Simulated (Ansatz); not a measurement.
`P[SiH2][GaH2]` + `C#C` → `C#C[SiH2][GaH2]` + PH₃ at 700 K and 1 bar (formal exchange of groups at the Si–P bond).

Isolated molecules relaxed with PBE0-D4/def2-TZVP in Ansatz; ΔE leaves out vibrations. CCSD(T)/CBS is the MP2 limit (def2-TZVPP, def2-QZVPP) plus CCSD(T) − MP2 in def2-TZVPP, frozen cores. This one scheme is used for every species. For Ga outer-core shells are correlated without core-valence functions, which leaves a few kJ/mol of doubt a bond. Scalar relativity is left out up to krypton. One conformer a species, not always the lowest.

| species | CCSD(T)/CBS energy (Eh) | H − E (kJ/mol) | S (J/(mol·K)) |
| --- | --- | --- | --- |
| `P[SiH2][GaH2]` | -2557.54159 | 201.5 | 476.5 |
| `C#C` | -77.22717 | 102.1 | 244.4 |
| `C#C[SiH2][GaH2]` | -2292.05082 | 205.4 | 473.6 |
| PH₃ | -342.72256 | 91.5 | 248.3 |

H − E and S are ideal-gas, rigid-rotor, harmonic terms from PBE0-D4/def2-TZVP, for one conformer and one mirror image of each species. 1 Eh = 2625.50 kJ/mol, R = 8.31446 J/(mol·K).

Task: By hand: ΔE, ΔH, ΔS and ΔG.

Result: ΔE = (-2292.05082) + (-342.72256) − (-2557.54159) − (-77.22717) = -0.00462 Eh = -12.1 kJ/mol. Δ(H − E) = 205.4 + 91.5 − 201.5 − 102.1 = -6.7, so ΔH = -18.8 kJ/mol. ΔS = 473.6 + 248.3 − 476.5 − 244.4 = 1.0 J/(mol·K). ΔG = -18.8 − 700 × (1.0)/1000 = -19.5 kJ/mol.

Task: By hand: the equilibrium constant, and the temperature at which ΔG would vanish if ΔH and ΔS stayed fixed.

Result: log₁₀ K = −ΔG/(RT ln 10) = 1.5. ΔH and −TΔS have one sign here, so there is no such temperature. One of them is within its doubt of zero, so this could turn.

The number of gas molecules stays the same, so ΔS is small and ΔH decides. A doubt of 5 kJ/mol in ΔE shifts log₁₀ K by 0.4 here. Other conformers and mirror images would add mixing entropy, several J/(mol·K) or more a flexible species. Modes under 60 cm⁻¹, often nearly free rotors, make the harmonic entropy too high. These are equilibria of isolated gas molecules and say nothing of rates. Largest T1 diagnostic: 0.014 (customary marks: 0.02 for closed shells, 0.045 for open ones).
